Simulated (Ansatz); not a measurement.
The same path of AlFH4N2 + ClH (10 atoms, charge 0, multiplicity 1) was run twice with different band settings. Lost on the way: H5–Cl6. Made: F2–H5.

Level of theory: RKS PBE/def2-SVP in Ansatz.

Relaxed end points:

```xyz
10
Properties=species:S:1:pos:R:3
Al 0.046 0.332 0.057
F 0.973 0.591 1.490
N 0.939 0.383 -1.476
N -1.714 0.487 0.236
H 1.101 -1.052 1.749
Cl 0.767 -2.248 1.259
H 1.954 0.290 -1.546
H 0.519 0.320 -2.405
H -2.185 0.569 1.139
H -2.401 0.329 -0.502
```

```xyz
10
Properties=species:S:1:pos:R:3
Al 0.005 -0.149 -0.009
F 0.842 0.537 1.689
N 0.942 0.205 -1.478
N -1.673 0.401 0.237
H 1.081 -0.429 1.849
Cl 0.782 -2.049 0.922
H 1.701 -0.378 -1.835
H 0.825 1.037 -2.058
H -2.103 0.554 1.151
H -2.403 0.270 -0.466
```

Common settings: spring 5.0 eV/Å²; optimiser quadratic models (default); start path through a guess of the saddle point; force threshold 0.05 eV/Å; iteration limit 60; end points relaxed.

| run | movable images | climbing image |
| --- | --- | --- |
| 1 | 5 | yes |
| 2 | 4 | no |

Task: What does each run give, and how far can it be trusted?

Result: Run 1: converged after 11 iterations, highest image 0.017 eV above the first end. A vibrational analysis at the climbing image gives one clearly imaginary mode, 154i cm⁻¹: a first-order saddle point.
Run 2: converged after 15 iterations, highest image 0.016 eV above the first end. No image climbed, so the highest image needn't sit at the top of the path.
The orbitals stay closed-shell, which can raise the energy where a bond breaks towards radicals; this wasn't checked here.
